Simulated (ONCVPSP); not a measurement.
## What one change does to a pseudopotential (Nb, ONCV)

niobium, optimised norm-conserving Vanderbilt (ONCV), made with ONCVPSP 4.0.1 (PBE, scalar-relativistic). Core [Ar] 3d10, reference 4s2 4p6 4d3 5s2. Waves: 4s+5s: rc 1.90 bohr, ncon 3, nbas 6, qcut 8.4 1/bohr, 2 projectors; 4p: rc 2.10 bohr, ncon 5, nbas 8, qcut 8 1/bohr, 3 projectors, debl 3.6 Ha; 4d: rc 2.25 bohr, ncon 3, nbas 8, qcut 7.1 1/bohr, 3 projectors, debl 2 Ha. Local part: polynomial inside 1.55 bohr (lpopt 5, dvloc0 0 Ha). Core correction: Teter function, fcfact 3.25, rcfact 1.65.

Change: s: qcut 6.9.

Cutoffs: the cutoffs (Ha) at which the residual kinetic energy of the hardest occupied pseudo-wave falls to 1 and 0.1 mHa per electron; they do not see the model core or the augmentation charge, which bear on the density cutoff. Errors are all-electron minus pseudo energies relative to the spin-unpolarised reference configuration.

**Question.** What does the change do?

**Answer.** The potential gets neither clearly harder nor softer (18 Ha and 22 Ha → 16 Ha and 22 Ha); of the 4 tests that both files solve, the error grows in 4 and shrinks in 0 by more than 15 % and 0.3 meV (median size 4.8 → 5.9 meV); neither file shows a bound ghost.

```tsv
quantity	base	changed
cutoff, loose	18 Ha	16 Ha
cutoff, tight	22 Ha	22 Ha
loose cutoff by channel	s 18 Ha, p 16 Ha, d 15 Ha	s 16 Ha, p 16 Ha, d 15 Ha
bound ghosts	none	none
GHOST(+) flags under 300 eV	none	none
error for 4s2 4p6 4d4 5s1, meV [ΔE 0.52 eV]	-2.9	-3.6
error for 4s2 4p6 4d4 5s0, meV [ΔE 7.15 eV]	-6.6	-8.6
error for 4s2 4p6 4d3 5s0, meV [ΔE 21.19 eV]	-6.9	-8.2
error for 4s2 4p6 4d2 5s0, meV [ΔE 45.92 eV]	-2.8	-3.7
s: phases at 1.93 bohr within 0.05 rad from the reference energy up to (Ha; the scan ends near 5)	to the end of the scan	to the end of the scan
p: phases at 2.13 bohr within 0.05 rad from the reference energy up to (Ha; the scan ends near 5)	to the end of the scan	to the end of the scan
d: phases at 2.28 bohr within 0.05 rad from the reference energy up to (Ha; the scan ends near 5)	to the end of the scan	to the end of the scan
rms error of d²Exc/dni dnj with the model core, mHa	2.53	2.60
```
